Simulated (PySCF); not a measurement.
# Computed vibrations of [Gd(NH3)4]3+

[Gd(NH3)4]3+ (singlet in the valence; each metal's 4f electrons, 7 of them, lie in its core potential, out of spins and levels). PySCF 2.14.0, RKS PBE, Gd lcecp-1-SVP with ECP53, N def2-SVP, H def2-SVP; non-relativistic Hamiltonian with scalar-relativistic core potentials where named; density fitting; no spin-orbit coupling. Central differences of gradients.

```xyz
17

Gd    0.0000    0.0000    0.0018
N     1.4283    1.4283    1.4204
H     1.3084    1.3084    2.4499
H     2.4566    1.3042    1.2940
H     1.3042    2.4566    1.2940
N    -1.4283   -1.4283    1.4204
H    -1.3084   -1.3084    2.4499
H    -2.4566   -1.3042    1.2940
H    -1.3042   -2.4566    1.2940
N     1.4242   -1.4242   -1.4284
H     2.0696   -2.0696   -0.9228
H     0.9152   -2.0673   -2.0734
H     2.0673   -0.9152   -2.0734
N    -1.4242    1.4242   -1.4284
H    -2.0696    2.0696   -0.9228
H    -0.9152    2.0673   -2.0734
H    -2.0673    0.9152   -2.0734
```

Run from Python with OMP_NUM_THREADS=4. Where DIIS fails, smearing, a level shift and second-order steps follow.
It took 3.7 min on 4 threads of Intel(R) Xeon(R) Platinum 8488C (Sapphire Rapids) (shared host).

Q: What are the harmonic wavenumbers and infrared intensities?

A: Negative numbers are unstable modes, those under 60 cm⁻¹ near the noise; a finer grid moves soft modes by up to 10 cm⁻¹.
```json
{"cm⁻¹": "-80", "km/mol": "–"}
{"cm⁻¹": "-75", "km/mol": "–"}
{"cm⁻¹": "-58", "km/mol": "–"}
{"cm⁻¹": "-54", "km/mol": "–"}
{"cm⁻¹": "64", "km/mol": "9.1"}
{"cm⁻¹": "65", "km/mol": "11.2"}
{"cm⁻¹": "65", "km/mol": "11.1"}
{"cm⁻¹": "70", "km/mol": "0.0"}
{"cm⁻¹": "72", "km/mol": "2.0"}
{"cm⁻¹": "330", "km/mol": "0.0"}
{"cm⁻¹": "332", "km/mol": "3.2"}
{"cm⁻¹": "333", "km/mol": "3.2"}
{"cm⁻¹": "333", "km/mol": "3.3"}
{"cm⁻¹": "585", "km/mol": "0.1"}
{"cm⁻¹": "587", "km/mol": "0.0"}
{"cm⁻¹": "589", "km/mol": "0.1"}
{"cm⁻¹": "628", "km/mol": "0.0"}
{"cm⁻¹": "628", "km/mol": "9.7"}
{"cm⁻¹": "634", "km/mol": "148.3"}
{"cm⁻¹": "634", "km/mol": "147.3"}
{"cm⁻¹": "635", "km/mol": "139.0"}
{"cm⁻¹": "1352", "km/mol": "149.8"}
{"cm⁻¹": "1352", "km/mol": "148.1"}
{"cm⁻¹": "1352", "km/mol": "152.8"}
{"cm⁻¹": "1359", "km/mol": "2.1"}
{"cm⁻¹": "1567", "km/mol": "65.7"}
{"cm⁻¹": "1567", "km/mol": "75.6"}
{"cm⁻¹": "1567", "km/mol": "0.0"}
{"cm⁻¹": "1569", "km/mol": "0.0"}
{"cm⁻¹": "1570", "km/mol": "100.7"}
{"cm⁻¹": "1572", "km/mol": "31.4"}
{"cm⁻¹": "1573", "km/mol": "44.8"}
{"cm⁻¹": "1574", "km/mol": "9.1"}
{"cm⁻¹": "3268", "km/mol": "237.5"}
{"cm⁻¹": "3268", "km/mol": "233.4"}
{"cm⁻¹": "3268", "km/mol": "242.1"}
{"cm⁻¹": "3276", "km/mol": "0.4"}
{"cm⁻¹": "3338", "km/mol": "0.0"}
{"cm⁻¹": "3338", "km/mol": "3.9"}
{"cm⁻¹": "3338", "km/mol": "2.3"}
{"cm⁻¹": "3339", "km/mol": "122.5"}
{"cm⁻¹": "3339", "km/mol": "0.0"}
{"cm⁻¹": "3340", "km/mol": "320.8"}
{"cm⁻¹": "3340", "km/mol": "320.4"}
{"cm⁻¹": "3341", "km/mol": "205.0"}
```

Q: Is this a minimum?

A: No: 4 unstable; the lowest moves the atoms so:
```
Gd   0.00  0.00  0.00
N    0.01 -0.01  0.00
H    0.29 -0.29  0.00
H    0.01  0.27 -0.29
H   -0.27 -0.01  0.29
N   -0.01  0.01  0.00
H   -0.29  0.29  0.00
H   -0.01 -0.27 -0.29
H    0.27  0.01  0.29
N   -0.01 -0.01  0.00
H    0.05  0.05  0.00
H   -0.01 -0.06  0.06
H   -0.06 -0.01 -0.06
N    0.01  0.01  0.00
H   -0.05 -0.05  0.00
H    0.01  0.06  0.06
H    0.06  0.01 -0.06
```

An lcecp potential fixes the number of 4f electrons, so in runs with it no electron can move into or out of that shell.
